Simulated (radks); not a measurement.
Species: Se25+. Configuration: [He] 2s2 2p5 (the NIST ground configuration). Method: Dirac Kohn-Sham, PBE, spin-unpolarised, spherical densities, finite nucleus; open shells fill j = l - 1/2 first; Fermi nuclear charge, rms radius 4.14 fm; computed with a radial shooting solver on a logarithmic mesh with Libxc functionals.

Unscreened Slater integrals over Kohn-Sham orbitals (eV). Large and small components are both included. Empty in this configuration: 3s1/2.

F0(2p3/2,2p3/2): 149.29
F2(2p3/2,2p3/2): 71.174
F0(2p3/2,2p1/2): 150.89
G2(2p3/2,2p1/2): 70.984
F0(2p3/2,2s1/2): 137.19
G1(2p3/2,2s1/2): 77.888
F0(2p3/2,1s1/2): 202.85
G1(2p3/2,1s1/2): 36.340
F0(2p3/2,3s1/2): 69.624
G1(2p3/2,3s1/2): 7.3022
F0(2p1/2,2p1/2): 152.56
F0(2p1/2,2s1/2): 138.37
G1(2p1/2,2s1/2): 77.384
F0(2p1/2,1s1/2): 208.09
G1(2p1/2,1s1/2): 37.373
F0(2p1/2,3s1/2): 69.863
G1(2p1/2,3s1/2): 7.3445
F0(2s1/2,2s1/2): 129.48
F0(2s1/2,1s1/2): 182.34
G0(2s1/2,1s1/2): 18.146
F0(2s1/2,3s1/2): 68.122
G0(2s1/2,3s1/2): 5.8943
F0(1s1/2,1s1/2): 581.81
F0(1s1/2,3s1/2): 79.908
G0(1s1/2,3s1/2): 4.1942
F0(3s1/2,3s1/2): 53.224
